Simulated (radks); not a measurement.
Problem. The mean radii <r> (bohr) of the occupied orbitals of an atom or ion are listed with their occupations. Calculated with a radial shooting solver on a logarithmic mesh with Libxc functionals: scalar-relativistic Kohn-Sham, PBE, spin-polarised, spherical densities, finite nucleus; Fermi nuclear charge, rms radius of each element as measured or else 0.836 A^(1/3) + 0.57 fm.

orbital  occ.      <r>
1s up       1  0.02457
1s down     1  0.02457
2s up       1   0.1045
2s down     1   0.1044
2p up       3  0.09166
2p down     3  0.09155
3s up       1   0.2612
3s down     1   0.2617
3p up       3   0.2554
3p down     3   0.2561
3d up       3   0.2274

Name the element and its charge. Open shells, if any, are filled with parallel spins first.

Solution. Z = 58, cerium, charge +37: Ce37+ in [Ar] 3d3. The 1s radius gives Z: for a bare nucleus <r> = (2 gamma + 1)/(2Z) with gamma = sqrt(1 - (Z/c)^2), 0.02424 bohr for Z = 58, and screening makes it slightly larger (0.02457 here). The occupations add up to 21, and the charge is Z minus that.
